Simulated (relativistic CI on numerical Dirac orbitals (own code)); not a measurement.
Line list: Forbidden lines, Zn XXIII

These numbers are calculated, not measured: Dirac-Coulomb-Breit CI, KLI orbitals optimised for each configuration, model QED (radiative potential, 1s self-energy scaled to tabulated hydrogen-like ionisation energies), unscaled Slater integrals (own radial code, finite nucleus).

Configuration list (outside the closed core 1s2): 2s2 2p4, 2s 2p5, 2p6, 2p5 3s, 2p5 3p, 2p5 3d, 2s2 2p3 3s, 2s2 2p3 3p, 2s2 2p3 3d, 2s 2p4 3s, 2s 2p4 3p, 2s 2p4 3d, 2s2 2p3 4s, 2s2 2p3 4p, 2s2 2p3 4d, 2s2 2p3 4f, 2s 2p4 4s, 2s 2p4 4p, 2s 2p4 4d, 2s 2p4 4f, 2s2 2p2 3s2, 2s2 2p3 5s, 2s2 2p3 5p, 2s2 2p2 3s 3p, 2s2 2p3 5d, 2s2 2p3 5f, 2s2 2p3 5g, 2s2 2p2 3p2, 2s2 2p2 3s 3d, 2s2 2p2 3p 3d, 2s 2p3 3s2, 2s2 2p2 3d2, 2s 2p3 3s 3p, 2s 2p4 5s, 2s 2p4 5p, 2s 2p3 3p2. Levels of other configurations are missing.

```tsv
λ vac (Å)	Lower	Upper	Type	A (s⁻¹)	log gf
8.5059	2s2 2p4 3P_2 [1]	2s 2p4 3d 3F_4 [192]	E2	7.06e+09	-3.16
8.5081	2s2 2p4 3P_1 [3]	2s 2p4 3d 3D_3 [197]	E2	4.32e+09	-3.48
8.6412	2s2 2p4 3P_1 [3]	2s 2p4 3d 1F_3 [191]	E2	6.12e+09	-3.32
8.6439	2s 2p5 3P°_1 [7]	2p5 3d 1F°_3 [227]	E2	6.71e+09	-3.28
8.6733	2s2 2p4 3P_2 [1]	2s 2p4 3d 3F_4 [171]	E2	2.80e+09	-3.55
8.7016	2s 2p5 3P°_2 [6]	2p5 3d 3D°_3 [221]	E2	1.04e+10	-3.08
8.7051	2s2 2p4 1D_2 [4]	2s 2p4 3d 3F_4 [192]	E2	7.65e+09	-3.11
8.7156	2s2 2p4 3P_2 [1]	2s 2p4 3d 3G_4 [163]	E2	3.05e+09	-3.51
8.7206	2s 2p5 3P°_0 [8]	2p5 3d 3D°_2 [226]	E2	9.94e+09	-3.25
8.7310	2s 2p5 3P°_2 [6]	2p5 3d 3P°_2 [218]	E2	1.59e+10	-3.04
8.7321	2s 2p5 3P°_2 [6]	2p5 3d 3F°_3 [217]	E2	8.41e+09	-3.17
8.7340	2s 2p5 3P°_0 [8]	2p5 3d 3F°_2 [225]	E2	8.87e+09	-3.29
8.7359	2s 2p5 3P°_2 [6]	2p5 3d 3F°_4 [216]	E2	1.90e+10	-2.71
8.7494	2s 2p5 3P°_2 [6]	2p5 3d 3P°_1 [215]	E2	1.89e+10	-3.19
8.7592	2s 2p5 3P°_2 [6]	2p5 3d 3P°_0 [214]	E2	1.97e+10	-3.65
8.7970	2s 2p5 3P°_1 [7]	2p5 3d 1D°_2 [220]	E2	1.11e+10	-3.19
8.8149	2s 2p5 3P°_1 [7]	2p5 3d 3F°_3 [217]	E2	7.59e+09	-3.21
8.8565	2s2 2p4 1D_2 [4]	2s 2p4 3d 3F_4 [175]	E2	1.72e+10	-2.74
8.8805	2s2 2p4 1D_2 [4]	2s 2p4 3d 3F_4 [171]	E2	1.28e+10	-2.87
8.9090	2s2 2p4 3P_2 [1]	2s 2p4 3d 5F_4 [139]	E2	1.22e+10	-2.88
8.9150	2s 2p5 1P°_1 [9]	2p5 3d 1F°_3 [227]	E2	1.21e+10	-3.00
8.9331	2s 2p5 1P°_1 [9]	2p5 3d 3F°_2 [225]	E2	7.10e+09	-3.37
8.9820	2s2 2p4 3P_2 [1]	2s 2p4 3d 3F_4 [126]	E2	1.29e+10	-2.85
9.9063	2s2 2p4 3P_1 [3]	2s2 2p3 3p 3D_3 [52]	E2	2.14e+09	-3.66
9.9503	2s2 2p4 3P_0 [2]	2s2 2p3 3p 3D_2 [46]	E2	2.00e+09	-3.83
9.9546	2s2 2p4 1D_2 [4]	2s2 2p3 3p 3P_2 [56]	E2	2.36e+09	-3.76
9.9618	2s2 2p4 3P_2 [1]	2s2 2p3 3p 3F_4 [35]	E2	3.40e+09	-3.34
9.9688	2s2 2p4 3P_2 [1]	2s2 2p3 3p 3D_3 [34]	E2	7.92e+08	-4.08
9.9961	2s2 2p4 1D_2 [4]	2s2 2p3 3p 3D_3 [52]	E2	1.50e+09	-3.80
10.014	2s 2p5 3P°_2 [6]	2s 2p4 3p 3F°_4 [130]	E2	3.85e+09	-3.28
10.031	2s2 2p4 3P_2 [1]	2s2 2p3 3p 3F_3 [30]	E2	2.81e+09	-3.53
10.131	2s2 2p4 1D_2 [4]	2s2 2p3 3p 1D_2 [44]	E2	4.10e+09	-3.50
10.142	2s2 2p4 3P_2 [1]	2s2 2p3 3p 3P_0 [24]	E2	9.09e+09	-3.85
10.149	2s2 2p4 3P_1 [3]	2s2 2p3 3p 3D_3 [34]	E2	1.01e+09	-3.96
10.170	2s2 2p4 3P_2 [1]	2s2 2p3 3p 3P_2 [23]	E2	1.93e+09	-3.82
10.192	2s2 2p4 1D_2 [4]	2s2 2p3 3p 3P_1 [37]	E2	3.26e+09	-3.82
10.212	2s2 2p4 1S_0 [5]	2s2 2p3 3p 1D_2 [54]	E2	4.62e+09	-3.44
10.217	2s2 2p4 3P_2 [1]	2s2 2p3 3p 3P_1 [20]	E2	4.66e+09	-3.66
10.238	2s2 2p4 3P_2 [1]	2s2 2p3 3p 5P_3 [19]	E2	7.60e+08	-4.08
10.244	2s2 2p4 1D_2 [4]	2s2 2p3 3p 3D_3 [34]	E2	2.09e+09	-3.64
10.253	2s2 2p4 3P_1 [3]	2s2 2p3 3p 3F_2 [26]	E2	3.16e+09	-3.60
10.285	2s2 2p4 3P_0 [2]	2s2 2p3 3p 3P_2 [23]	E2	1.74e+09	-3.86
10.286	2s2 2p4 3P_2 [1]	2s2 2p3 3p 5P_2 [17]	E2	2.30e+09	-3.74
10.290	2s2 2p4 1D_2 [4]	2s2 2p3 3p 3D_3 [31]	E2	3.50e+09	-3.41
10.291	2s2 2p4 3P_2 [1]	2s2 2p3 3p 5P_1 [16]	E2	1.84e+09	-4.06
```

Terms are leading LS components. Brackets give the number of a level in order of energy, since labels repeat. The list gives strong lines, with weight on those to low levels, among the lowest 400 of 1391 levels, so that lines to higher ones, which can be the strongest, are missing. Levels whose partners in the same complex of configurations lie outside the list can be far off, and so can their lines. Rates are taken at the computed energies, electric ones in the length gauge.

At this charge energies of transitions that change n are usually good to better than 1 %, and those within a shell (Δn = 0) to a few per cent.

LS names give the leading component of a level, which can be under half, so a name can repeat, a term be missing and a line seem to break the LS rules.
